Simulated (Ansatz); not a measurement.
Computed with Ansatz.

A structure relaxed at PBE0-D4/def2-TZVP, charge 0, multiplicity 1:

Cartesian coordinates in Å:
```
N 1.9720 -0.9794 -1.7174
Ga 0.4286 -0.0296 -1.5995
Si -1.0309 -0.5424 0.2347
Si -0.8703 1.0965 1.8958
H 2.2274 -1.7229 -1.0900
H 2.6652 -0.8386 -2.4331
H 0.2217 1.0720 -2.6937
H -2.4513 -0.6036 -0.2171
H -0.6935 -1.8625 0.8428
H 0.5261 1.1593 2.4084
H -1.2147 2.4287 1.3278
H -1.7803 0.8227 3.0411
```

Q: Give its formula and SMILES.

A: GaH8NSi2, `[NH2][GaH][SiH2][SiH3]`.

Q: Summarise the bond lengths by kind.

A: 1 × Ga–N 1.816 Å; 2 × H–N 1.006 Å; 1 × Ga–Si 2.399 Å; 1 × Ga–H 1.566 Å; 1 × Si–Si 2.339 Å; 5 × H–Si 1.488 to 1.492 Å.
